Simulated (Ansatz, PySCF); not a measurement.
Species: CH$_{4}$BO (charge 0, doublet). It need not be the lowest isomer of its formula. 
Structure (B3LYP-D3(BJ)/def2-TZVP (Ansatz, a quantum-chemistry and plane-wave program) minimum search):
```
C
H 1 1.0889
H 1 1.0889 2 109.47
H 1 1.0910 2 110.13 3 121.23
O 1 1.4399 2 108.16 3 -117.64
B 5 1.3201 1 124.81 2 -120.76
H 6 1.2036 5 125.03 1 0.00
```
Charge 0, spin multiplicity 2.

Total electronic energies in hartree. Valence correlation only, unless marked. UHF or UKS for open shells. Spin-orbit coupling is left out. No relativistic terms. Basis-set limits of correlation are two-point, X^-3; Hartree-Fock from the larger set. The bracket is a focal-point correction in the basis named.

```tsv
level	program	energy (Eh)
HF-D3(BJ)/def2-TZVPD	PySCF + dftd3	-139.79443
B3LYP-D3(BJ)/def2-TZVPD	Ansatz + dftd3	-140.60366
PBE0/def2-TZVP	Ansatz	…
r2SCANh/def2-TZVPD	Ansatz	-140.50070
r2SCAN0-D4/def2-TZVPD	Ansatz + dftd4	-140.49224
MP2/aug-cc-pVDZ	Ansatz	-140.13269
MP2/aug-cc-pVTZ	Ansatz	-140.26014
CCSD/cc-pwCVTZ	Ansatz	-140.28402
RI-MP2/CBS(aug-cc-pVTZ,aug-cc-pVQZ)+[CCSD(T)-MP2]/aug-cc-pVTZ	Ansatz	-140.3668
```

Question: Some entries are withheld; supply them.

Answer: 
- PBE0/def2-TZVP, energy (Eh): -140.41748
